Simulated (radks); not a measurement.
Spherical quantum dot in the effective-mass picture: electrons in a hard-walled sphere of radius 2.77, all in effective atomic units (hartree* = m*/eps^2 hartree, bohr* = eps/m* bohr), one dielectric constant everywhere. Method: non-relativistic Kohn-Sham, LDA (Slater exchange, Perdew-Wang correlation), spin-polarised, spherical densities; computed with a radial shooting solver with Libxc functionals. Levels are named by radial order and angular momentum (1s, 1p, 1d, 2s, ...), and open shells are averaged over m.

N = 7, configuration 1s2 1p(up 3, down 2). This is the lowest configuration that the search found. Occupied and some empty levels:

level,occupation,eigenvalue (hartree*),<r> (bohr*)
1s up,1,3.9528,1.590
1s down,1,3.9879,1.589
1p up,3,4.4539,1.757
1p down,2,4.4901,1.757
1d up,0,5.1870,1.869
1d down,0,5.2227,1.870
2s up,0,5.9503,1.315
2s down,0,5.9759,1.314
1f up,0,6.1198,1.953
1f down,0,6.1547,1.953

Energy (hartree*): total 18.2618, kinetic 8.2833, external 0, Hartree 12.930, exchange-correlation -2.9514.

Electron density:

r (bohr*),n(r) (e/bohr*^3)
0.140,0.06268
0.278,0.06872
0.416,0.07844
0.555,0.09135
0.693,0.1067
0.831,0.1234
0.970,0.1403
1.11,0.1556
1.25,0.1675
1.38,0.1743
1.52,0.1742
1.66,0.1661
1.80,0.1498
1.94,0.1260
2.08,0.09735
2.21,0.06718
2.35,0.03944
2.49,0.01759
2.63,0.004333
2.77,0.00001008
